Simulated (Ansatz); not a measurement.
Ansatz (a first-principles code) input (CCSD(T)/STO-3G):

Ansatz 0.2 input:
```yaml
crystal:
  periodic: [false, false, false]
  atoms:
    - {symbol: Y, position_ang: [1.03994636, -0.42123714, 0.06527314]}
    - {symbol: O, position_ang: [1.92767356, -0.18019520, -1.53650532]}
    - {symbol: Br, position_ang: [-1.59940847, 0.51056600, 0.27846830]}
basis:
  gaussian:
    orbitals: STO-3G
total_charge: -1
magnetization: {spin_polarized: true, initial_magnetization: 1}
correlation: {method: ccsd_t, electrons: outside_noble_gas}
```

End of the output:

```
mean field evaluation 704: about -160980.4209 eV, gradient 1.1e-1 eV
mean field evaluation 736: about -160981.3387 eV, gradient 6.1e-4 eV
mean field evaluation 768: about -160979.9399 eV, gradient 2.3e-3 eV
mean field evaluation 800: about -160979.8987 eV, gradient 2.0e-3 eV
mean field evaluation 832: about -160981.3291 eV, gradient 3.5e-2 eV
mean field evaluation 864: about -160980.5433 eV, gradient 2.2e0 eV
mean field evaluation 896: about -160980.4005 eV, gradient 3.2e-2 eV
mean field -160982.03429047 eV, -5915.9806426327 hartree, gradient 2.3e-6 eV, S^2 0.830467; 29 other end points of the search recorded, 0 dependent functions left out
determinant -160982.03429047 eV, -5915.9806426327 hartree, with singles and doubles -160985.39930362 eV, -5916.1043045851 hartree
determinant -160981.63131053 eV, -5915.9658333933 hartree, with singles and doubles -160983.72934508 eV, -5916.0429347408 hartree
determinant -160981.52503676 eV, -5915.9619279043 hartree, with singles and doubles -160983.76427671 eV, -5916.0442184546 hartree
determinant -160981.36246147 eV, -5915.9559533724 hartree, with singles and doubles -160983.01464411 eV, -5916.0166699647 hartree
determinant -160981.33865474 eV, -5915.9550784913 hartree, with singles and doubles -160982.93065169 eV, -5916.0135833002 hartree
determinant -160981.11392658 eV, -5915.9468198837 hartree, with singles and doubles -160984.02809490 eV, -5916.0539135941 hartree
determinant -160980.48585149 eV, -5915.9237385500 hartree, with singles and doubles -160983.78785455 eV, -5916.0450849240 hartree
determinant -160980.41880921 eV, -5915.9212747915 hartree, with singles and doubles -160983.75033136 eV, -5916.0437059725 hartree
determinant -160980.14028461 eV, -5915.9110392014 hartree, with singles and doubles -160981.53089334 eV, -5915.9621431294 hartree
determinant -160980.11250493 eV, -5915.9100183169 hartree, with singles and doubles -160981.90854816 eV, -5915.9760216880 hartree
determinant -160979.95140574 eV, -5915.9040980308 hartree, with singles and doubles -160981.43663093 eV, -5915.9586790500 hartree
determinant -160979.93990352 eV, -5915.9036753320 hartree, with singles and doubles -160981.40873115 eV, -5915.9576537518 hartree
determinant -160979.89869993 eV, -5915.9021611282 hartree, with singles and doubles -160982.28824099 eV, -5915.9899751424 hartree
determinant -160979.86476532 eV, -5915.9009140541 hartree, with singles and doubles -160982.22588500 eV, -5915.9876836020 hartree
determinant -160979.84800253 eV, -5915.9002980329 hartree, with singles and doubles -160982.52456955 eV, -5915.9986600566 hartree
determinant -160979.80872236 eV, -5915.8988545133 hartree, with singles and doubles -160982.74108011 eV, -5916.0066166729 hartree
determinant -160979.74676834 eV, -5915.8965777452 hartree, with singles and doubles -160982.43968181 eV, -5915.9955404898 hartree
determinant -160978.82195417 eV, -5915.8625914512 hartree, with singles and doubles -160982.07007849 eV, -5915.9819578183 hartree
33 core orbitals not correlated
reference -160982.03429047 eV, -5915.9806426327 hartree; 9, 8 occupied and 8, 9 virtual orbitals, 565 factors
second order -3.27229091 eV of doubles, -0.00000000 eV of singles
coupled cluster: 0.06 GiB planned
cycle   1  -3.36269266 eV  change    2.3e-3 eV  update   4.6e-3
cycle   2  -3.36522276 eV  change   -2.5e-3 eV  update   3.7e-3
cycle   3  -3.36471061 eV  change    5.1e-4 eV  update   2.9e-3
cycle   4  -3.36743805 eV  change   -2.7e-3 eV  update   1.3e-3
cycle   5  -3.36887531 eV  change   -1.4e-3 eV  update   9.1e-4
cycle   6  -3.36870166 eV  change    1.7e-4 eV  update   3.8e-4
cycle   7  -3.36841035 eV  change    2.9e-4 eV  update   2.7e-4
cycle   8  -3.36838019 eV  change    3.0e-5 eV  update   1.0e-4
cycle   9  -3.36833522 eV  change    4.5e-5 eV  update   6.6e-5
cycle  10  -3.36833959 eV  change   -4.4e-6 eV  update   3.4e-5
cycle  11  -3.36835579 eV  change   -1.6e-5 eV  update   2.1e-5
cycle  12  -3.36835933 eV  change   -3.5e-6 eV  update   1.1e-5
coupled cluster: 0.06 GiB planned
perturbative correction -0.26426333 eV, -0.0097114984 hartree
Total energy: -160985.66691313 eV, -5916.1141390534 hartree
```

The spin state was set by rule; other spins were not relaxed.
